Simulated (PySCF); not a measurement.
Species: C5H9ClOSi.
SMILES with atom numbers: `[SiH3:1][O:2]/[C:3]([Cl:4])=[CH:5]\[CH:6]1[CH2:7][CH2:8]1`

Structure used (GFN2-xTB), in Å, numbered top down from 1:
```xyz
17
C5H9ClOSi angstrom
Si     2.9862   -0.2330    1.5425
O      1.5261   -0.1157    0.8007
C      1.2058   -0.0312   -0.4826
Cl     2.5525   -0.0417   -1.5859
C     -0.0362    0.0574   -0.9491
C     -1.2225    0.0725   -0.0792
C     -2.4196    0.8935   -0.4814
C     -2.4873   -0.5965   -0.5508
H      2.4938   -0.2803    2.9092
H      3.7998    0.9435    1.2452
H      3.6721   -1.4499    1.1140
H     -0.1968    0.1208   -2.0128
H     -0.9898    0.0125    0.9754
H     -2.3627    1.4457   -1.4070
H     -2.9687    1.4003    0.2970
H     -3.0840   -1.1222    0.1785
H     -2.4756   -1.0638   -1.5236
```

NICS = −σ at a ghost point: NICS(0) at the centroid of the ring atoms, NICS(1) 1 Å to either side along the normal of their mean plane, zz for the tensor component along that normal. Level: GIAO PBE0/pcSseg-1 (PySCF, non-relativistic, gas phase) on the GFN2-xTB geometry, one conformer.

Ring bond lengths (Å), with Mayer bond orders in brackets: C6–C7 1.506 (0.93), C7–C8 1.493 (0.97), C8–C6 1.507 (0.93).

**Question.** Give the NICS values of each ring in ppm.

**Answer.** 
```json
{"ring": "C6–C7–C8", "type": "3-membered carbocycle; formal bonds all single", "NICS(0)": "-43.0", "NICS(1), two faces": "-8.3 / -8.3", "NICS(1)zz, two faces": "-21.4 / -23.0", "rms pucker (Å)": "0.00", "centre to ring atoms, mean (Å)": "0.87"}
```

**Question.** What do they say, and how far can they be read as aromaticity?

**Answer.** 
- C6–C7–C8: mean NICS(1)zz -22.2 ppm, shielded. C6, C7, C8 have four or more neighbours; no verdict on aromaticity is drawn. NICS(0) lies 35 ppm below the mean NICS(1).

**Question.** At the second NICS(1) probe listed for ring C6–C7–C8, 1 Å off the ring, what do the in-plane components average?

**Answer.** The isotropic value is a third of the trace: (3 × -8.3 − (-23.0))/2 = -1.0 ppm.
